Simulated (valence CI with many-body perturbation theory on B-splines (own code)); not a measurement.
# E1 transitions of Co11+

Method: relativistic CI+MBPT: six valence electrons over a frozen Dirac-Fock core [Ne], radial functions for each j: 9 s, 9 p, 8 d, 6 f, 3 g, 1 h, with the one-electron correlation potential Σ1, the two-electron term Σ2, the three-electron term Σ3, Breit, model QED; selected CI, second order for the rest, scaled by the run's own slope (own B-spline code, finite nucleus).

No measured spectrum was set against this ion. As an estimate, levels of excited configurations hold to 0.05 to 0.15 % of their energy, terms of the ground configuration to about 0.5 %. Among the levels kept, up to 1500 cm⁻¹ of a level comes from second order outside the variational space, and about a tenth of that is noise between levels of different J, which matters for small intervals.

Lines 51 to 91 of 91 in falling wavelength, among levels below 588990 cm⁻¹, chosen from the strongest by gf and those to the six lowest levels. Wavelengths and rates use the calculated energies, so an error of 200 cm⁻¹ moves a line at 20.72 nm by 0.041 % and its rate by three times that or more. Electric multipoles are in the length gauge, E1 and E2 with the static RPA response of the core. Weak lines are less certain than strong ones. Lines between different terms over intervals too small for the method are left out, as are lines whose strength nearly cancels. Where a level lies close to another of its J and parity, the split of strength between their lines is uncertain. The highest levels of a list are the least certain.

Names give the largest LS component (configuration and term), which can be under half, so a name can repeat, a term be missing and a line seem to break the LS rules; names also repeat where a configuration has a term twice. Letters in brackets count levels of one name in rising energy.

| λ vac (nm) | Upper | Lower | A (s⁻¹) | S (a.u.) with core polarisation | S without |
| --- | --- | --- | --- | --- | --- |
| 20.72 | 3s²3p³3d ³G°_3 | 3s²3p⁴ ³P_2 | 7.44e+07 | 2.29e-03 | 2.35e-03 |
| 20.65 | 3s²3p³3d ³S°_1 [b] | 3s²3p⁴ ¹S_0 | 1.79e+09 | 2.34e-02 | 2.42e-02 |
| 20.63 | 3s²3p³3d ³D°_2 [b] | 3s²3p⁴ ¹D_2 | 1.62e+08 | 3.51e-03 | 3.60e-03 |
| 20.54 | 3s²3p³3d ¹D°_2 | 3s²3p⁴ ³P_1 | 7.00e+07 | 1.50e-03 | 1.54e-03 |
| 20.38 | 3s²3p³3d ³P°_2 [a] | 3s²3p⁴ ¹D_2 | 3.18e+08 | 6.64e-03 | 6.84e-03 |
| 20.25 | 3s²3p³3d ³P°_1 [b] | 3s²3p⁴ ¹S_0 | 4.88e+09 | 6.01e-02 | 6.20e-02 |
| 20.24 | 3s²3p³3d ³D°_3 [b] | 3s²3p⁴ ¹D_2 | 8.87e+07 | 2.54e-03 | 2.60e-03 |
| 20.00 | 3s²3p³3d ³D°_1 [b] | 3s²3p⁴ ³P_0 | 1.23e+09 | 1.45e-02 | 1.49e-02 |
| 19.95 | 3s²3p³3d ³D°_1 [b] | 3s²3p⁴ ³P_1 | 1.15e+08 | 1.35e-03 | 1.39e-03 |
| 19.90 | 3s²3p³3d ¹D°_2 | 3s²3p⁴ ³P_2 | 2.27e+08 | 4.41e-03 | 4.54e-03 |
| 19.88 | 3s²3p³3d ³P°_0 [a] | 3s²3p⁴ ³P_1 | 2.09e+08 | 8.11e-04 | 8.40e-04 |
| 19.83 | 3s²3p³3d ³P°_1 [a] | 3s²3p⁴ ³P_0 | 7.67e+07 | 8.86e-04 | 9.20e-04 |
| 19.78 | 3s²3p³3d ³P°_1 [a] | 3s²3p⁴ ³P_1 | 1.55e+06 | 1.78e-05 | 1.72e-05 |
| 19.68 | 3s²3p³3d ³F°_2 [b] | 3s²3p⁴ ³P_1 | 7.62e+06 | 1.43e-04 | 1.47e-04 |
| 19.56 | 3s²3p³3d ³D°_2 [b] | 3s²3p⁴ ³P_1 | 1.87e+09 | 3.46e-02 | 3.56e-02 |
| 19.34 | 3s²3p³3d ³D°_1 [b] | 3s²3p⁴ ³P_2 | 2.14e+08 | 2.29e-03 | 2.36e-03 |
| 19.34 | 3s²3p³3d ³P°_2 [a] | 3s²3p⁴ ³P_1 | 1.51e+09 | 2.69e-02 | 2.77e-02 |
| 19.18 | 3s²3p³3d ³P°_1 [a] | 3s²3p⁴ ³P_2 | 3.49e+09 | 3.64e-02 | 3.75e-02 |
| 19.13 | 3s²3p³3d ³F°_3 [b] | 3s²3p⁴ ³P_2 | 3.20e+08 | 7.75e-03 | 7.96e-03 |
| 19.09 | 3s²3p³3d ³F°_2 [b] | 3s²3p⁴ ³P_2 | 1.38e+07 | 2.37e-04 | 2.43e-04 |
| 19.07 | 3s²3p³3d ¹F°_3 | 3s²3p⁴ ¹D_2 | 2.72e+07 | 6.51e-04 | 6.73e-04 |
| 18.97 | 3s²3p³3d ³D°_2 [b] | 3s²3p⁴ ³P_2 | 5.53e+08 | 9.31e-03 | 9.60e-03 |
| 18.94 | 3s²3p³3d ³S°_1 [a] | 3s²3p⁴ ¹D_2 | 9.52e+09 | 9.57e-02 | 9.89e-02 |
| 18.93 | 3s²3p³3d ³P°_2 [b] | 3s²3p⁴ ¹D_2 | 2.24e+09 | 3.75e-02 | 3.86e-02 |
| 18.83 | 3s²3p³3d ³S°_1 [b] | 3s²3p⁴ ¹D_2 | 5.44e+10 | 5.37e-01 | 5.54e-01 |
| 18.76 | 3s²3p³3d ³P°_2 [a] | 3s²3p⁴ ³P_2 | 6.70e+09 | 1.09e-01 | 1.13e-01 |
| 18.64 | 3s²3p³3d ³D°_3 [b] | 3s²3p⁴ ³P_2 | 5.47e+08 | 1.22e-02 | 1.26e-02 |
| 18.49 | 3s²3p³3d ³P°_1 [b] | 3s²3p⁴ ¹D_2 | 4.52e+10 | 4.23e-01 | 4.36e-01 |
| 18.07 | 3s²3p³3d ³S°_1 [a] | 3s²3p⁴ ³P_0 | 3.19e+09 | 2.79e-02 | 2.88e-02 |
| 18.03 | 3s²3p³3d ³S°_1 [a] | 3s²3p⁴ ³P_1 | 6.95e+07 | 6.04e-04 | 6.32e-04 |
| 18.03 | 3s²3p³3d ³P°_2 [b] | 3s²3p⁴ ³P_1 | 1.95e+10 | 2.82e-01 | 2.91e-01 |
| 17.98 | 3s²3p³3d ³S°_1 [b] | 3s²3p⁴ ³P_0 | 1.60e+10 | 1.38e-01 | 1.42e-01 |
| 17.93 | 3s²3p³3d ³S°_1 [b] | 3s²3p⁴ ³P_1 | 2.86e+10 | 2.44e-01 | 2.51e-01 |
| 17.67 | 3s²3p³3d ³P°_1 [b] | 3s²3p⁴ ³P_0 | 3.18e+10 | 2.60e-01 | 2.67e-01 |
| 17.65 | 3s²3p³3d ¹F°_3 | 3s²3p⁴ ³P_2 | 1.75e+09 | 3.32e-02 | 3.42e-02 |
| 17.63 | 3s²3p³3d ³P°_1 [b] | 3s²3p⁴ ³P_1 | 3.66e+10 | 2.97e-01 | 3.06e-01 |
| 17.62 | 3s²3p³3d ³P°_0 [b] | 3s²3p⁴ ³P_1 | 1.35e+11 | 3.64e-01 | 3.75e-01 |
| 17.53 | 3s²3p³3d ³S°_1 [a] | 3s²3p⁴ ³P_2 | 1.02e+11 | 8.10e-01 | 8.34e-01 |
| 17.53 | 3s²3p³3d ³P°_2 [b] | 3s²3p⁴ ³P_2 | 9.98e+10 | 1.33e+00 | 1.37e+00 |
| 17.44 | 3s²3p³3d ³S°_1 [b] | 3s²3p⁴ ³P_2 | 4.13e+09 | 3.24e-02 | 3.33e-02 |
| 17.15 | 3s²3p³3d ³P°_1 [b] | 3s²3p⁴ ³P_2 | 5.00e+09 | 3.74e-02 | 3.85e-02 |
